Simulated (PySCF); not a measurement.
C₃H₇FSi, SMILES C1(F)C[SiH2]C1.

Geometry optimised at ωB97X-D3(BJ)/def2-SVP. The structure was generated by enumeration, and PubChem lists no compound with its InChIKey, so it may never have been made.

Computed with PySCF with r2SCAN/def2-TZVP.

Symmetry labels are those of the subgroup Cs that the program uses (full group Cs).

Task: List the valence orbital energies around the gap with their symmetry. (An estimate is asked for; the answer gives what the named calculation found.)

Result: 
```
orbital  symmetry  energy (eV)
-------  --------  -----------
HOMO−7         A"       -11.05
HOMO−6         A'       -10.23
HOMO−5         A"       -10.09
HOMO−4         A'        -9.07
HOMO−3         A'        -8.45
HOMO−2         A"        -8.04
HOMO−1         A"        -7.43
HOMO           A'        -7.35
LUMO           A"        -0.18
LUMO+1         A'         0.52
LUMO+2         A'         0.76
LUMO+3         A'         1.50
```
